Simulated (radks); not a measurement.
Valence configurations of Ru I (all share [Kr]). All-electron calculation, scalar-relativistic Kohn-Sham, PBEsol, spin-unpolarised, spherical densities, finite nucleus; Fermi nuclear charge, rms radius 4.4809 fm. Program: a radial shooting solver on a logarithmic mesh with Libxc functionals. Energies are relative to 4d7 5s1; eigenvalues in eV.

valence,E (eV),e(4d),e(5p),e(5s)
4d7 5s1,0.000,-5.217,-,-4.269
4d6 5s1 5p1,5.680,-9.152,-2.103,-6.216
4d5 5s1 5p2,14.173,-13.083,-3.118,-7.896
4d6 5p2,9.889,-10.441,-2.721,-
4d7 5p1,3.519,-6.780,-1.719,-
4d8,-0.331,-3.154,-,-
4d6 5s2,1.675,-7.676,-,-5.228
4d7 5s0.5 5p0.5,1.730,-6.040,-1.326,-4.851
4d4 5s1 5p3,25.664,-17.079,-4.044,-9.450
4d6.5 5s1 5p0.5,2.501,-7.199,-1.529,-5.293

NIST lists [Kr] 4d7 5s1 as the ground configuration; this level of theory puts 4d8 lower, by 0.331 eV. The energies are those of spherical spin-averaged densities, not of single terms.
